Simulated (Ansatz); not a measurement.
Isomers of C₂H₄BrNSi, relaxed with PBE0-D4/def2-TZVP in Ansatz; electronic energies, one conformer each and not always the lowest. Functionals use def2-TZVPP; CBS adds triple-zeta CCSD(T) − MP2 to the MP2 limit of def2-TZVPP and def2-QZVPP.

Outer-core shells of Br are correlated without core-valence functions. Scalar relativity is left out up to krypton. Spin–orbit coupling is left out.

Problem. Order them by energy at frozen-core CCSD(T)/CBS, lowest first. (Best estimate.)
A. `Br[SiH2]C1=CN1`
B. `Br[SiH]1C=NC1`
C. `BrC[SiH]1C=N1`

Solution. B (0.0 kJ/mol), C (133.1 kJ/mol), A (195.0 kJ/mol).

Problem. How do PBE0-D4, HF/CBS(def2), B2PLYP, PBE-D4 place them (kJ/mol, against `Br[SiH]1C=NC1`)? (An estimate is asked.)

Solution. Computed: 
| isomer | PBE0-D4 | HF/CBS(def2) | B2PLYP | PBE-D4 |
| --- | --- | --- | --- | --- |
| `Br[SiH2]C1=CN1` | 200.5 | 201.0 | 194.4 | 194.1 |
| `BrC[SiH]1C=N1` | 137.9 | 137.8 | 129.5 | 132.3 |
